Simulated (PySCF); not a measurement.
# How the method moves the HOMO and LUMO of `CO[C@H]1C=C1[SiH3]`

Compound: C4H8OSi.
Z-matrix (Å and degrees, PBE0-D3(BJ)/def2-SVP geometry), rows numbered from 1:
```
C 
O   1  1.3964
C   2  1.3868  1  113.06
C   3  1.4600  2  118.51  1  -147.94
C   4  1.3126  3   65.82  2   107.42
Si  5  1.8484  3  146.33  4   176.26
H   1  1.1080  2  112.12  3   -58.79
H   1  1.1082  2  111.97  3    62.50
H   1  1.0989  2  108.01  3  -178.11
H   3  1.1053  2  112.44  1    61.69
H   4  1.0887  3  146.18  5  -177.37
H   6  1.4939  5  109.17  3    57.66
H   6  1.4935  5  109.05  3   -60.87
H   6  1.4929  5  111.02  3   178.43
```

Basis pcSseg-1 throughout (PySCF), one geometry. Geometry: PBE0-D3(BJ)/def2-SVP, one conformer, isolated molecule.

Q: How do the orbital energies, the gap and the dipole change with the method?

A: 
| method | kind | HOMO (eV) | LUMO (eV) | gap (eV) | μ (D) | SCF cycles |
| --- | --- | --- | --- | --- | --- | --- |
| BLYP | GGA | -5.60 | -1.50 | 4.09 | 0.79 | 15 |
| OPBE | GGA | -5.70 | -1.58 | 4.12 | 0.78 | 16 |
| PBE | GGA | -5.72 | -1.68 | 4.04 | 0.78 | 15 |
| B97-D | GGA | -5.74 | -1.55 | 4.19 | 0.80 | 15 |
| BP86 | GGA | -5.83 | -1.77 | 4.06 | 0.79 | 16 |
| LDA | LDA | -5.84 | -1.90 | 3.94 | 0.87 | 15 |
| KT2 | GGA | -5.86 | -1.66 | 4.20 | 0.80 | 16 |
| KT3 | GGA | -5.87 | -1.60 | 4.27 | 0.79 | 16 |
| B97-2 | global hybrid | -6.93 | -0.71 | 6.22 | 0.88 | 13 |
| B3LYP | global hybrid | -6.94 | -0.87 | 6.07 | 0.88 | 15 |
| PBE0 | global hybrid | -7.19 | -0.68 | 6.51 | 0.89 | 14 |
| mPW1PW91 | global hybrid | -7.23 | -0.68 | 6.54 | 0.90 | 13 |
| BHandHLYP | global hybrid | -8.54 | 0.47 | 9.00 | 0.98 | 13 |
| CAM-B3LYP | range-separated hybrid | -8.55 | 0.53 | 9.07 | 0.95 | 13 |
| wB97X-D | range-separated hybrid | -9.06 | 1.14 | 10.20 | 0.92 | 14 |
| LC-wPBE | range-separated hybrid | -9.87 | 1.64 | 11.51 | 0.97 | 13 |
| HF | Hartree–Fock | -10.30 | 3.14 | 13.44 | 1.01 | 11 |

The HOMO spans 4.70 eV, from BLYP down to HF, and the gap runs from 3.94 eV (LDA) to 13.44 eV (HF). Over the methods BLYP (0 %), OPBE (0 %), PBE (0 %), B97-D (0 %), BP86 (0 %), LDA (0 %), KT2 (0 %), KT3 (0 %), B97-2 (21 %), B3LYP (20 %), PBE0 (25 %), mPW1PW91 (25 %), BHandHLYP (50 %), HF (100 %), a straight line through the gap against the share of exact exchange rises by 0.94 eV for each 10 % (correlation coefficient 0.999). The dipole ranges from 0.78 D (PBE) to 1.01 D (HF). This basis has no diffuse functions.
